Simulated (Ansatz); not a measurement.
Species: GeH₄, charge 0, singlet. GeH4 (germane, SMILES [GeH4]).
B3LYP-D3(BJ)/def2-TZVP minimum from Ansatz (an electronic-structure program):
```
Ge
H 1 1.5358
H 1 1.5358 2 109.47
H 1 1.5358 2 109.47 3 -120.00
H 1 1.5358 2 109.47 3 120.00
```

Property: atomisation energy (electronic, to ground-state atoms), in kcal/mol. Radicals and triplets start from unrestricted determinants; spin-orbit coupling is neglected. Correlated methods leave the cores frozen (noble-gas shells, and filled d and f shells in the p block). No relativity. CBS(X,Y): correlation extrapolated as X^-3, Hartree-Fock from the larger set (Q,5: extrapolated as (X+1)exp(-9√X)). A bracket is a step between two methods taken in the basis named. Double hybrids freeze cores in their MP2 part. Where a partner has so few electrons that a lower coupled-cluster level is exact, that level stands in.

CCSD(T)/CBS(cc-pVQZ,cc-pV5Z) + [CCSDT(Q) - CCSD(T)]/cc-pVQZ + [CCSDTQ - CCSDT(Q)]/cc-pVDZ (Ansatz) gives 295.2 kcal/mol.

Problem. How far off this value is PBE/def2-TZVPD (Ansatz), in which direction, and which of these levels come nearer: r2SCAN/def2-TZVPD, B3LYP/def2-TZVPD, PBE0/def2-TZVPD, wB97M-V/def2-TZVPD, B2PLYP/def2-TZVPD, CCSD(T)/CBS(cc-pVQZ,cc-pV5Z)?

Solution. PBE gives 287.0 kcal/mol, 8.2 kcal/mol below it. Differences of the others: r2SCAN/def2-TZVPD (Ansatz) 0.1; B3LYP/def2-TZVPD (Ansatz) -1.5; PBE0/def2-TZVPD (Ansatz) -7.0; wB97M-V/def2-TZVPD (Ansatz) -1.4; B2PLYP/def2-TZVPD (Ansatz) -5.9; CCSD(T)/CBS(cc-pVQZ,cc-pV5Z) (Ansatz) -0.1 kcal/mol. Nearer than PBE: r2SCAN/def2-TZVPD, B3LYP/def2-TZVPD, PBE0/def2-TZVPD, wB97M-V/def2-TZVPD, B2PLYP/def2-TZVPD, CCSD(T)/CBS(cc-pVQZ,cc-pV5Z).
